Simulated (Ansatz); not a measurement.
Molecule: CdF₂, charge -1, multiplicity 2. The spin state was set by rule; other spins were not relaxed. 
Coordinates optimised at B3LYP-D3(BJ)/def2-TZVP (Ansatz, a program for electronic structure):
```xyz
3

Cd     0.2902     0.0012    -0.0413
F     -0.9476     1.3752    -1.0698
F     -0.6000    -1.3816     1.2902
```
Charge -1, spin multiplicity 2.

Total electronic energies in hartree. Cores are frozen in the correlated levels unless marked. Open shells are spin-unrestricted. No spin-orbit coupling. Frozen are the shells of the preceding noble gas and the d and f shells that filled before the atom's block. Past Kr the def2 sets carry scalar-relativistic core potentials. Basis-set limits of correlation are two-point, X^-3; Hartree-Fock from the larger set. [CCSD(T)-MP2]/basis is that difference in the basis named.

```csv
level,program,energy (Eh)
BLYP/def2-TZVPD,Ansatz,-367.58435
PBE0-D3(BJ)/def2-TZVP,Ansatz + dftd3,-367.41557
PBE0-D3(BJ)/def2-TZVPD,Ansatz + dftd3,-367.42606
r2SCAN0-D4/def2-TZVPD,Ansatz + dftd4,-367.53349
HSE06/def2-TZVPD,Ansatz,-367.41585
SCS-MP2/def2-TZVPPD,Ansatz,-366.79719
CCSD/def2-TZVPP,Ansatz,-366.81296
CCSD(T)/def2-SVPD,Ansatz,-366.33323
"RI-MP2/CBS(def2-TZVPPD,def2-QZVPPD)+[CCSD(T)-MP2]/def2-TZVPPD",Ansatz,-367.0212
```

Totals of different functionals don't rank their quality; only differences between species are comparable.
